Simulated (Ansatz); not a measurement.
HF₄OW (SMILES [OH][W+]([F])([F])([F])[F]), charge +1, singlet, geometry from GFN2-xTB (such geometries of metal compounds can be far from the true shape) (the multiplicity is a formal guess) (core potentials on W); BLYP/def2-SV(P) (Ansatz, an electronic-structure program).

Ansatz was given this input:
Ansatz 0.2 input:
```yaml
crystal:
  periodic: [false, false, false]
  atoms:
    - {symbol: W, position_ang: [0.00517043, 0.01064127, 0.00015456]}
    - {symbol: F, position_ang: [1.57163266, -0.84182049, -0.33845170]}
    - {symbol: F, position_ang: [-0.58071913, 0.17421454, 1.71045465]}
    - {symbol: F, position_ang: [-1.08889765, 0.46594466, -1.37493200]}
    - {symbol: F, position_ang: [-0.77847316, -1.60217707, -0.02327098]}
    - {symbol: O, position_ang: [0.78657628, 1.61885412, 0.02351321]}
    - {symbol: H, position_ang: [1.21289358, 2.49625856, 0.03625716]}
basis:
  gaussian:
    orbitals: def2-SV_P_.json
    occupation: {up: {"A'": 20, "A''": 9}, down: {"A'": 20, "A''": 9}}
hamiltonian:
  xc: blyp
total_charge: 1
```
The basis file holds def2-SV(P) in the JSON format of the Basis Set Exchange.

What does Ansatz print? Leave out banner, timings and long lists.


```
Functional definition: BLYP
the irreps are read with x along [-0.296, 0.146, 0.944], y along [0.441, 0.897, -0.000] and z along [-0.847, 0.416, -0.330] of the geometry given
1079 factors; their error is unknown
mean field evaluation 1: about -14713.7741 eV, gradient 1.3e2 eV
mean field evaluation 2: about -14741.1756 eV, gradient 1.1e1 eV
mean field evaluation 4: about -14741.5700 eV, gradient 8.9e-3 eV
mean field evaluation 8: about -14741.5117 eV, gradient 1.9e-6 eV
mean field -14741.51171705 eV, -541.7405634462 hartree, gradient 1.9e-6 eV, S^2 0.000000; 0 other end points of the search recorded, 0 dependent functions left out
reference -14741.51211689 eV, -541.7405781400 hartree; 29, 29 occupied and 68, 68 virtual orbitals, 1079 factors
Total energy: -14741.51211689 eV, -541.7405781400 hartree
```
